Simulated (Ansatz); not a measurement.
Computed with Ansatz on PBE0-D4/def2-TZVP structures; ΔE is electronic, products minus reactants. CBS: MP2 limit from def2 TZ/QZ plus the TZ coupled-cluster correction, frozen cores. DFT in def2-TZVPP. B3LYP here is the variant with VWN-RPA as its local correlation; programs differ in this. For Ge outer-core shells are correlated without core-valence functions, which leaves a few kJ/mol of doubt a bond. Scalar relativity is left out up to krypton. Each species was taken in one conformer, which may not be the lowest.

Consider the ligand exchange at a B–C bond: `BCC(F)Cl` + `[CH3][GeH]([NH2])[F]` → `B[NH][GeH]([CH3])[F]` + `CC(F)Cl`.

```
             level  ΔE (kJ/mol)  difference from CCSD(T)/CBS
            PBE-D4       -140.1                         -0.4
         r2SCAN-D4       -140.0                         -0.3
           PBE0-D4       -138.9                          0.8
           ωB97X-V       -137.1                          2.6
           ωB97M-V       -139.1                          0.6
            B2PLYP       -143.1                         -3.4
              PBE0       -138.8                          0.9
             B3LYP       -142.5                         -2.8
     HF/def2-TZVPP       -138.2                          1.5
    MP2/def2-TZVPP       -143.1                         -3.4
SCS-MP2/def2-TZVPP       -142.7                         -3.0
   CCSD/def2-TZVPP       -141.1                         -1.4
CCSD(T)/def2-TZVPP       -142.6                         -2.9
     HF/def2-QZVPP       -138.2                          1.5
    MP2/def2-QZVPP       -141.4                         -1.7
     MP2/CBS(def2)       -140.1                         -0.4
       CCSD(T)/CBS       -139.7                            0
```

Largest T1 diagnostic among the species: 0.012.

In def2-TZVPP, CCSD(T) changes the Hartree–Fock value by −4.4 kJ/mol (the triples alone add −1.5 kJ/mol) and MP2 by −4.9 kJ/mol.
